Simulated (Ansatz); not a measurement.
Z-matrix (Å, degrees):
```
Ge
F 1 1.732
F 1 1.732 2 102.2
O 1 1.752 2 107.7 3 113.2
Si 1 2.377 2 112.8 3 -121.4
H 4 0.962 1 113.6 2 -56.2
H 5 1.481 1 107.7 2 -63.0
H 5 1.481 1 107.7 2 176.9
H 5 1.481 1 107.3 2 56.9
```

The species carries charge 0 and has multiplicity 1.

Problem. List the CAM-B3LYP/def2-TZVPP orbital energies in eV (the Gaussian-basis code of Ansatz). (An estimate is asked.)

Solution. Ansatz gave: Occupied: -10853.74, -1801.93, -1357.82, -1208.79, -1208.78, -1208.76, -673.02, -673.02, -523.00, -172.80, -146.54, -123.14, -123.11, -123.04, -101.89, -101.84, -101.84, -37.19, -36.98, -36.68, -36.64, -36.62, -33.81, -33.04, -29.56, -18.64, -17.06, -15.70, -14.61, -13.96, -13.61, -13.15, -12.81, -12.21, -12.21, -12.04, -11.24, -10.76. Lowest empty: 0.57, 0.67, 0.72, 1.48, 2.23, 2.82, 2.84, 3.83.
